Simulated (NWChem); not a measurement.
## Atomisation of ethylene carbonate (C₃H₄O₃)

```xyz
10

O      0.0000     0.0000    -2.0310
C      0.0000     0.0000    -0.8464
O     -0.1002     1.0999    -0.0702
C      0.0989     0.7579     1.2869
C     -0.0989    -0.7579     1.2869
O      0.1002    -1.0999    -0.0702
H     -0.6286     1.2956     1.9101
H      1.1166     1.0518     1.5934
H      0.6286    -1.2956     1.9101
H     -1.1166    -1.0518     1.5934
```
Charge 0, spin multiplicity 1.

Everything below was run with NWChem. All single points use one geometry, from PBE0/def2-SVP, a minimum by its harmonic frequencies. It is one conformer; others weren't searched.

Basis set: def2-SVP. The atomisation energy is electronic alone: no zero-point, thermal, spin-orbit or counterpoise terms. No value is extrapolated to the basis-set limit. Free atoms are single determinants with multiplicities O 3, C 3, H 2.

B3LYP has NWChem's definition, with VWN1-RPA local correlation. The stability of the SCF solutions was not checked. Open-shell Hartree-Fock references start from PBE0 orbitals.

**Question.** Order these methods by the atomisation energy they give, lowest first: HF, LDA (SVWN5), PBE0, B3LYP, PBE.

**Answer.** HF (737.6 kcal/mol), B3LYP (1063.7 kcal/mol), PBE0 (1079.9 kcal/mol), PBE (1117.4 kcal/mol), LDA (SVWN5) (1281.3 kcal/mol)
